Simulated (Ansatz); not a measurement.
CH3BFNO (`FC1NBO1`), 8 atoms. Total charge 0; spin multiplicity 1. All runs use 2 threads of an Intel Xeon Platinum 8259CL on a shared host. Correlated methods freeze the cores.

(1) How many basis functions does each run have, and how long does it take in Ansatz? RKS r2SCAN-D4/def2-TZVPP energy and forces; RKS ωB97X-V/def2-TZVPP energy; RKS B2PLYP (frozen core)/def2-TZVPP energy; direct RPA on PBE orbitals/def2-TZVPP energy; RHF-CCSD(T)/def2-SVP energy; RHF-MP2/def2-QZVPP energy; RKS PBE0-D4/def2-SVP energy; RKS PBE0-D4/def2-TZVP frequencies; RKS ωB97M-V/def2-QZVPP energy; RKS r2SCANh-D4/def2-TZVPP energy; RKS PBE0-D4/def2-TZVP relaxation (9 steps); RHF-CCSD(T)/def2-TZVPP energy. (An estimate is asked.)

Answers

(1) The calculation gave: Other jobs shared the machine, so times are rough.

| level | job | functions | wall time | peak host memory (GiB) |
| --- | --- | --- | --- | --- |
| RKS PBE0-D4/def2-SVP | energy | 85 | 1.2 s | 0.16 |
| RHF-CCSD(T)/def2-SVP | energy | 85 | 4.9 s | 0.32 |
| direct RPA on PBE orbitals/def2-TZVPP | energy | 197 | 5.5 s | 0.41 |
| RKS r2SCANh-D4/def2-TZVPP | energy | 197 | 6 s | 0.42 |
| RKS r2SCAN-D4/def2-TZVPP | energy and forces | 197 | 6.5 s | 0.23 |
| RKS B2PLYP (frozen core)/def2-TZVPP | energy | 197 | 7.5 s | 0.45 |
| RKS ωB97X-V/def2-TZVPP | energy | 197 | 10 s | 0.5 |
| RKS ωB97M-V/def2-QZVPP | energy | 375 | 19 s | 1.1 |
| RHF-MP2/def2-QZVPP | energy | 375 | 24 s | 1.8 |
| RKS PBE0-D4/def2-TZVP | relaxation (9 steps) | 173 | 43 s | 0.38 |
| RHF-CCSD(T)/def2-TZVPP | energy | 197 | 94 s | 2.6 |
| RKS PBE0-D4/def2-TZVP | frequencies | 173 | 2.2 min | 0.4 |
